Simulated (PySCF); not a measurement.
H$_{5}$NO$_{3}$Si, singlet, at a GFN2-xTB geometry; CASSCF(6,6)/6-31G (PySCF).

Here is a job for PySCF.
```python
from pyscf import gto, scf, mcscf, mp
import numpy

mol = gto.M(
    atom='''
N     1.601424   -0.552164   -0.233557
Si   -0.015846    0.006176   -0.005966
O    -0.039663    1.361783    0.885115
O    -0.710514    0.363918   -1.437180
O    -0.849112   -1.121496    0.829870
H     1.729918   -1.441052   -0.687934
H     2.250040    0.109532   -0.627420
H     0.218579    1.292042    1.798943
H    -1.440012    0.977402   -1.449822
H    -0.952339   -1.992879    0.462203
''',
    basis='6-31g',
    charge=0,
    spin=0,
    verbose=4,
)

mf = scf.RHF(mol)
mf.kernel()
mc = mcscf.CASSCF(mf, 6, 6)
mc.fix_spin_(ss=0.0)
noons, natorbs = mcscf.addons.make_natural_orbitals(mp.MP2(mf).run())
mc.kernel(natorbs)
occ = numpy.linalg.eigvalsh(mc.fcisolver.make_rdm1(mc.ci, mc.ncas, mc.nelecas))[::-1]
ss = mc.fcisolver.spin_square(mc.ci, mc.ncas, mc.nelecas)[0]
print('natural occupations', occ.round(4), ' <S^2>', round(ss, 4))
```

Question: What does PySCF print? Leave out banner, timings and long lists.

Answer: 
```
PySCF version 2.14.0

[INPUT] verbose = 4
[INPUT] num. atoms = 10
[INPUT] num. electrons = 50
[INPUT] charge = 0
[INPUT] spin (= nelec alpha-beta = 2S) = 0
[INPUT] symmetry False subgroup None
[INPUT] Mole.unit = angstrom
[INPUT] Symbol           X                Y                Z      unit          X                Y                Z       unit  Magmom
[...]
nuclear repulsion = 267.96400319058
number of shells = 37
number of NR pGTOs = 154
number of NR cGTOs = 59
basis = 6-31g
ecp = {}

******** <class 'pyscf.scf.hf.RHF'> ********
method = RHF
initial guess = minao
damping factor = 0
level_shift factor = 0
DIIS = <class 'pyscf.scf.diis.CDIIS'>
diis_start_cycle = 1
diis_space = 8
diis_damp = 0
SCF conv_tol = 1e-09
SCF conv_tol_grad = None
SCF max_cycles = 50
direct_scf = True
direct_scf_tol = 1e-13
Set gradient conv threshold to 3.16228e-05
Initial guess from minao.
init E= -571.575788943801
[...]
cycle= 1 E= -570.740439708256  delta_E= 0.835  |g|= 0.721  |ddm|= 2.85
[...]
cycle= 2 E= -570.823116550482  delta_E= -0.0827  |g|= 0.386  |ddm|= 0.817
[...]
cycle= 3 E= -570.850290829836  delta_E= -0.0272  |g|= 0.0424  |ddm|= 0.27
[...]
cycle= 4 E= -570.850896523654  delta_E= -0.000606  |g|= 0.0094  |ddm|= 0.066
[...]
cycle= 5 E= -570.850927090644  delta_E= -3.06e-05  |g|= 0.00329  |ddm|= 0.0131
[...]
cycle= 6 E= -570.850933590992  delta_E= -6.5e-06  |g|= 0.000754  |ddm|= 0.00807
[...]
cycle= 7 E= -570.850934114892  delta_E= -5.24e-07  |g|= 0.000123  |ddm|= 0.00283
[...]
cycle= 8 E= -570.850934127878  delta_E= -1.3e-08  |g|= 2.98e-05  |ddm|= 0.000467
[...]
cycle= 9 E= -570.850934128292  delta_E= -4.15e-10  |g|= 1.36e-05  |ddm|= 6.23e-05
[...]
Extra cycle  E= -570.85093412835  delta_E= -5.78e-11  |g|= 8.14e-06  |ddm|= 1.95e-05
converged SCF energy = -570.85093412835

******** <class 'pyscf.mp.mp2.RMP2'> ********
nocc = 25, nmo = 59
E(RMP2) = -571.382401979413  E_corr = -0.53146785106318
E(SCS-RMP2) = -571.371925878915  E_corr = -0.520991750564616
E_corr(same-spin) = -0.134734235436
E_corr(oppo-spin) = -0.39673361562718

******** <class 'pyscf.mcscf.mc1step.CASSCF'> ********
CAS (3e+3e, 6o), ncore = 22, nvir = 31
max_cycle_macro = 50
max_cycle_micro = 4
conv_tol = 1e-07
conv_tol_grad = None
orbital rotation max_stepsize = 0.02
orbital rotation threshold for CI restart = 0.01
augmented hessian ah_max_cycle = 30
augmented hessian ah_conv_tol = 1e-12
augmented hessian ah_linear dependence = 1e-14
augmented hessian ah_level shift = 1e-08
[...]
CASCI E = -570.859769498397  S^2 = 0.0000000
[...]
macro iter  12 ( 12 JK    3 micro), CASSCF E = -570.909310398720  dE = -1.43185385e-03  S^2 = 0.0000000
               |grad[o]|=0.00858  |grad[c]|=0.00682  |ddm|=0.00185  |maxRot[o]|=0.0775
macro iter  13 ( 21 JK    4 micro), CASSCF E = -570.909437080424  dE = -1.26681704e-04  S^2 = 0.0000000
               |grad[o]|=0.00537  |grad[c]|=0.00493  |ddm|=0.00117  |maxRot[o]|=0.0462
macro iter  14 ( 21 JK    4 micro), CASSCF E = -570.909422000359  dE =  1.50800649e-05  S^2 = 0.0000000
               |grad[o]|=0.0048  |grad[c]|=0.00866  |ddm|=0.00172  |maxRot[o]|=0.0355
macro iter  15 ( 21 JK    4 micro), CASSCF E = -570.909863871307  dE = -4.41870947e-04  S^2 = 0.0000000
               |grad[o]|=0.00498  |grad[c]|=0.00325  |ddm|=0.000814  |maxRot[o]|=0.0535
macro iter  16 ( 21 JK    4 micro), CASSCF E = -570.909929503640  dE = -6.56323333e-05  S^2 = 0.0000000
               |grad[o]|=0.00289  |grad[c]|=0.00264  |ddm|=0.000285  |maxRot[o]|=0.0212
macro iter  17 ( 14 JK    4 micro), CASSCF E = -570.909985418409  dE = -5.59147691e-05  S^2 = 0.0000000
               |grad[o]|=0.00243  |grad[c]|=0.00277  |ddm|=0.000491  |maxRot[o]|=0.0143
macro iter  18 ( 13 JK    4 micro), CASSCF E = -570.909997262279  dE = -1.18438700e-05  S^2 = 0.0000000
               |grad[o]|=0.00188  |grad[c]|=0.00196  |ddm|=0.000204  |maxRot[o]|=0.0074
macro iter  19 ( 13 JK    4 micro), CASSCF E = -570.910058365287  dE = -6.11030079e-05  S^2 = 0.0000000
               |grad[o]|=0.00177  |grad[c]|=0.000937  |ddm|=0.000143  |maxRot[o]|=0.0204
macro iter  20 ( 17 JK    4 micro), CASSCF E = -570.910071921222  dE = -1.35559349e-05  S^2 = 0.0000000
               |grad[o]|=0.000786  |grad[c]|=0.00024  |ddm|=0.000124  |maxRot[o]|=0.00922
macro iter  21 (  9 JK    2 micro), CASSCF E = -570.910072803579  dE = -8.82357199e-07  S^2 = 0.0000000
               |grad[o]|=0.000194  |grad[c]|=2.95e-05  |ddm|=3.02e-05  |maxRot[o]|=0.00316
macro iter  22 (  1 JK    1 micro), CASSCF E = -570.910072803590  dE = -1.15960574e-11  S^2 = 0.0000000
               |grad[o]|=2.59e-05  |grad[c]|=5.04e-06  |ddm|=1.91e-06  |maxRot[o]|=    0
1-step CASSCF converged in  22 macro (394 JK  82 micro) steps
CASSCF canonicalization
Density matrix diagonal elements [1.98671763 1.98062073 1.98265884 0.02077633 0.01277894 0.01644753]
CASSCF energy = -570.910072803590
CASCI E = -570.910072803590  E(CI) = -10.5812096181395  S^2 = 0.0000000
natural occupations [1.987  1.9826 1.9805 0.022  0.0176 0.0103]  <S^2> 0.0
```
